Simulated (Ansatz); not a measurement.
Consider the ligand exchange at the Si–C bond: `O[SiH2]SC[SiH3]` + `NC(N)S` → `NC(S)N[SiH3]` + `CS[SiH2]O`.

Gas-phase electronic energies from Ansatz, PBE0-D4/def2-TZVP geometries. CBS: MP2 limit from def2 TZ/QZ plus the TZ coupled-cluster correction, frozen cores. Functionals use def2-TZVPP. Each species was taken in one conformer, which may not be the lowest.

(1) Is it downhill or uphill in electronic energy at CCSD(T)/CBS, and by how much? (Estimate.)

(2) What do these levels give: PBE-D4, r2SCAN-D4, ωB97M-V, B2PLYP, PBE, r2SCAN, PBE0, MP2/def2-TZVPP, HF/def2-QZVPP, SCS-MP2/def2-QZVPP, MP2/CBS(def2), CCSD/CBS(def2)? (Best estimate.)

Largest T1 diagnostic among the species: 0.012.

Answers

(1) The calculation gave: Downhill: ΔE = -60.1 kJ/mol.

(2) Computed: PBE-D4 -55.0, r2SCAN-D4 -61.0, ωB97M-V -60.5, B2PLYP -65.2, PBE -56.0, r2SCAN -61.0, PBE0 -58.0, MP2/def2-TZVPP -63.6, HF/def2-QZVPP -72.9, SCS-MP2/def2-QZVPP -65.0, MP2/CBS(def2) -62.7, CCSD/CBS(def2) -61.7 kJ/mol.

In def2-TZVPP, CCSD(T) changes the Hartree–Fock value by +11.4 kJ/mol (the triples alone add +1.6 kJ/mol) and MP2 by +8.8 kJ/mol.
